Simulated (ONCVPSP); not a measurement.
## Cutoff test, phosphorus (P), ONCV

```json
{
 "Element": "phosphorus (P)",
 "Generator": "ONCVPSP 4.0.1",
 "Type": "optimised norm-conserving Vanderbilt (ONCV)",
 "Functional": "PBE",
 "Relativity": "scalar-relativistic",
 "Frozen core": "[He]",
 "Valence charge": "13",
 "Reference configuration": "2s2 2p6 3s2 3p1 (charge +2)",
 "Partial waves": "2s+3s: rc 1.00 bohr, ncon 5, nbas 8, qcut 15.5 1/bohr, 2 projectors; 2p+3p: rc 0.85 bohr, ncon 3, nbas 7, qcut 19.6 1/bohr, 2 projectors",
 "Local potential": "polynomial inside 0.55 bohr (lpopt 3, dvloc0 1 Ha)",
 "Core correction": "Teter function, fcfact 3.5, rcfact 1.3"
}
```

**Question.** For each optimised wave give the share of its norm inside rc, the residual kinetic energy above qcut (Ha) and the cutoffs (Ha) for errors of 10, 1, 0.1 and 0.01 mHa per electron.

**Answer.**

```tsv
wave	norm inside rc	residual KE	10 mHa	1 mHa	0.1 mHa	0.01 mHa
2s	0.967	1.2e-07	27.5	62.1	84.0	98.9
3s	0.091	1.5e-07	22.4	35.7	74.4	92.8
2p	0.920	4.2e-08	107.5	130.6	148.9	164.3
3p	0.045	1.4e-08	87.4	114.7	136.9	155.1
```

The occupied waves need 131 Ha and 149 Ha for 1 and 0.1 mHa.
